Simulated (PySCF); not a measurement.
C6H5Cl2F3.
Atom-mapped SMILES: `[F:1][C:2]([F:3])([F:4])[C@H:5]1[CH2:6][CH2:7][C:8]([Cl:9])=[C:10]1[Cl:11]` (hydrogens: H12 on C5; H13, H14 on C6; H15, H16 on C7)

The calculation used PBE0-D3(BJ)/def2-SVP geometry optimisation, gas phase (PySCF).

What internal coordinates does the optimisation give?

| bond | length (pm) |
| --- | --- |
| F1–C2, C2–F3, C2–F4 | 133.5 |
| C2–C5 | 152.1 |
| C5–C6 | 154.2 |
| C6–C7 | 153.6 |
| C7–C8 | 149.8 |
| C8–Cl9 | 170.7 |
| C8=C10 | 134.2 |
| C10–Cl11 | 170.8 |
| C5–C10 | 150.6 |
| C5–H12 | 110.1 |
| C6–H13 | 109.8 |
| C6–H14 | 109.9 |
| C7–H15 | 110.3 |
| C7–H16 | 110.1 |

Bonds in one row agree within 1 pm and their mean is given. A selection of angles:
| angle | degrees |
| --- | --- |
| F1–C2–F3 | 107.5 |
| F1–C2–C5 | 112.1 |
| F3–C2–C5 | 110.4 |
| C2–C5–C6 | 111.8 |
| C2–C5–C10 | 112.3 |
| C2–C5–H12 | 106.0 |
| C6–C5–C10 | 102.3 |
| C6–C5–H12 | 112.7 |
| C10–C5–H12 | 112.0 |
| C5–C6–C7 | 106.0 |
| C5–C6–H13 | 112.2 |
| C5–C6–H14 | 108.2 |
| C7–C6–H13 | 113.4 |
| C7–C6–H14 | 109.5 |
| H13–C6–H14 | 107.4 |
| C6–C7–C8 | 102.4 |
| C6–C7–H15 | 112.7 |
| C6–C7–H16 | 112.9 |
| C8–C7–H15 | 109.9 |
| C8–C7–H16 | 111.9 |
| H15–C7–H16 | 107.2 |
| C7–C8–Cl9 | 122.0 |
| C7–C8–C10 | 112.4 |
| Cl9–C8–C10 | 125.6 |
| C8–C10–Cl11 | 126.3 |
| C5–C10–C8 | 111.3 |
| C5–C10–Cl11 | 122.4 |

Torsions: F1–C2–C5–C6 -178° (antiperiplanar); C2–C5–C6–C7 97° (anticlinal); C5–C6–C7–C8 22° (synperiplanar); C6–C7–C8–Cl9 168° (antiperiplanar); C7–C8–C10–Cl11 -179° (antiperiplanar); C2–C5–C10–C8 -105° (anticlinal).

The 6 C–C bonds span 1.342 Å (C8=C10, drawn double) to 1.542 Å (C5–C6, drawn single), a spread of 0.200 Å. The 5-membered ring C5–C6–C7–C8–C10 has internal angles of 102.3° to 112.4°; it is puckered, 0.11 Å rms from its mean plane, widest ring torsion 23°. Of the pairs four or more bonds apart, F3···H13 is among the closest relative to their van der Waals radii: 2.53 Å, 95 % of the sum of Bondi's values.

Point group: C1 (no symmetry element, even within 0.4 Å). No frequency check. The numbers are those of one conformer.
